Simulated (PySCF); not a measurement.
SiOCl₂, SMILES O=[Si](Cl)Cl. The structure is a stationary point at PBE-D3(BJ)/def2-SVP.

Q: Give the equilibrium geometry at PBE-D3(BJ)/def2-SVP (PySCF confirms it by a frequency run) as Cartesian coordinates in Å, and its point group. (An estimate is asked for; the answer gives what the named calculation found.)

A: point group C2v.
```xyz
4

Si     0.0000     0.0000    -0.5091
O      0.0000     0.0000    -2.0508
Cl     0.0000    -1.6522     0.6922
Cl     0.0000     1.6522     0.6922
```
